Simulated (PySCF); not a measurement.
An excited-state job on 2,3-dihydrothiophene 1,1-dioxide, `O=S1(=O)C=CCC1`.

Method: TDDFT CAM-B3LYP/def2-SVPD, vertical, gas phase, core orbitals frozen in the response (PySCF 2.14.0, density-fitted response routines). Geometry: GFN2-xTB. The input is one job of a driver script: a line of settings, then coordinates in Å.

Input:
```
{"job": {"kind": "uv", "xc": "CAM-B3LYP", "basis": "def2-SVPD", "nstates": 8, "ntriplets": 3}, "charge": 0, "multiplicity": 1}
O      1.317092    -1.208736     1.616605
S      1.216277    -0.712833     0.271868
O      2.243421    -1.100960    -0.653935
C      0.980760     1.064500     0.307324
C     -0.284122     1.348800     0.089532
C     -1.235754     0.211685    -0.159946
C     -0.443571    -1.056207    -0.422869
H      1.792008     1.728625     0.522226
H     -0.694159     2.347875     0.099878
H     -1.891995     0.456837    -0.997813
H     -1.867192     0.099630     0.726067
H     -0.846958    -1.936098     0.064277
H     -0.290195    -1.242632    -1.480941
```

Output:
```
coarse grid: 11864 points
cycle   1  E = -703.7701345824  dE =  1.973e+00  |g| = 1.120e+00  |ddm| = 5.819e+00
cycle   2  E = -703.3947317218  dE =  3.754e-01  |g| = 1.837e+00  |ddm| = 3.242e+00
cycle   3  E = -704.0188293373  dE = -6.241e-01  |g| = 1.051e-01  |ddm| = 1.994e+00
cycle   4  E = -704.0210883665  dE = -2.259e-03  |g| = 5.041e-02  |ddm| = 2.720e-01
cycle   5  E = -704.0217282486  dE = -6.399e-04  |g| = 4.982e-03  |ddm| = 1.048e-01
cycle   6  E = -704.0217327497  dE = -4.501e-06  |g| = 3.750e-03  |ddm| = 1.533e-02
cycle   7  E = -704.0217354882  dE = -2.738e-06  |g| = 1.104e-03  |ddm| = 5.649e-03
final grid: 111232 points
cycle   8  E = -704.1265993007  dE = -2.814e-05  |g| = 3.658e-03  |ddm| = 7.472e-02
cycle   9  E = -704.1265977388  dE =  1.562e-06  |g| = 4.757e-03  |ddm| = 1.412e-02
cycle  10  E = -704.1266024615  dE = -4.723e-06  |g| = 7.187e-04  |ddm| = 5.845e-03
cycle  11  E = -704.1266025563  dE = -9.481e-08  |g| = 1.730e-04  |ddm| = 1.001e-03
cycle  12  E = -704.1266025626  dE = -6.369e-09  |g| = 9.130e-05  |ddm| = 5.036e-04
cycle  13  E = -704.1266025643  dE = -1.639e-09  |g| = 1.791e-05  |ddm| = 1.108e-04
cycle  14  E = -704.1266025644  dE = -8.299e-11  |g| = 5.464e-06  |ddm| = 4.078e-05
converged SCF energy = -704.1266025644

Static polarisability (au): isotropic 68.496, principal 57.855 65.903 81.731

Singlet excitations
state   eV       nm        f      main configurations
  1   6.4383    192.6   0.00303   H-1->L 0.87, H->L 0.09
  2   6.8383    181.3   0.15281   H->L 0.85, H-1->L 0.09
  3   7.5597    164.0   0.03019   H-2->L 0.95
  4   7.6742    161.6   0.00376   H->L+1 0.86
  5   7.7802    159.4   0.00287   H-3->L 0.81
  6   8.0740    153.6   0.00362   H-1->L+1 0.35, H-1->L+2 0.19, H-1->L+5 0.11
  7   8.0797    153.5   0.01062   H->L+2 0.30, H-1->L+1 0.27, H-1->L+2 0.12
  8   8.1149    152.8   0.02524   H-1->L+1 0.27, H-4->L 0.20, H->L+2 0.14

Triplet excitations (Tamm-Dancoff, eV): 4.4640 6.1415 7.1410
```

The SCF starts on a coarse grid where the log names one; the energy can jump when the final grid takes over, and dE then counts from the start density on the new grid. H and L stand for HOMO and LUMO; the number after each pair is its weight.

Task: Which computed singlet has the largest oscillator strength, and what do all of them sum to?

Result: State 2 at 6.84 eV (181 nm), f = 0.153; the 8 states sum to 0.232.

Task: Give the mean polarisability as a volume in Å³, and the ratio of the largest to the smallest principal value.

Result: 68.496 au × 0.148185 = 10.15 Å³; 81.731/57.855 = 1.41.

In short: HOMO -9.56 eV, LUMO 0.22 eV; lowest singlet 6.44 eV; lowest triplet 4.46 eV (Tamm–Dancoff); mean polarisability 68.5 au.

Time: 38 s. Hardware: one thread of an x86-64 server (shared host).

One conformer stands for the species.
Labels such as C1 count atoms from 1, the log's own numbers from 0.
